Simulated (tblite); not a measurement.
Q: What does the GFN2-xTB structure of `CC[Si@@H](CF)[SiH2][SiH3]` look like in three dimensions?

A: 
```
atom  x, y, z in Å
C1    -1.1964   -1.7856   -0.0155
C2    -1.7345   -0.6790   -0.9167
Si3   -0.6568    0.9020   -0.8846
C4    -1.0211    1.7532    0.8093
F5    -0.0229    2.6744    1.0854
Si6    1.6258    0.4546   -0.9435
Si7    2.5303   -0.3273    1.0479
H8    -1.1423   -1.4554    1.0198
H9    -0.1975   -2.0851   -0.3283
H10   -1.8400   -2.6634   -0.0536
H11   -2.7600   -0.4492   -0.6218
H12   -1.7862   -1.0550   -1.9389
H13   -1.2296    1.8148   -1.8944
H14   -1.9617    2.3079    0.8311
H15   -1.0196    1.0520    1.6478
H16    1.8644   -0.5185   -2.0286
H17    2.3388    1.6546   -1.4062
H18    1.7534    0.1102    2.2101
H19    2.5385   -1.7944    1.1006
H20    3.9124    0.0999    1.2772
```

Any rigid rotation of these coordinates is as good. Atoms count from 1 in this order. Si3 (SiH silicon) is distorted tetrahedral (angles from 104.7° to 118.8°). Si6 (SiH2 silicon) is distorted tetrahedral (angles from 103.2° to 115.2°). Of the pairs four or more bonds apart, Si6···H9 is among the closest relative to their van der Waals radii: 3.19 Å, 97 % of the sum of Bondi's values. Si7 (SiH3 silicon) is distorted tetrahedral (angles from 105.8° to 113.8°).

Bonds between heavy atoms (Å): C1–C2 1.525, C2–Si3 1.914, Si3–C4 1.930, C4–F5 1.386, Si3–Si6 2.327, Si6–Si7 2.323.

Computed geometry: GFN2-xTB, gas phase.

Point group: C1 (no symmetry element, even within 0.4 Å). Its lowest GFN2-xTB frequency is 13i cm⁻¹, too small to tell a flat minimum from a shallow saddle. One conformer, not necessarily the lowest (C1–C2–Si3–C4 -74°, C2–Si3–C4–F5 163°, C2–Si3–Si6–Si7 -75°). 3 starts were optimised and ended at 0.00, 0.72 and 0.96 kcal/mol (GFN2-xTB); the lowest of these is shown.
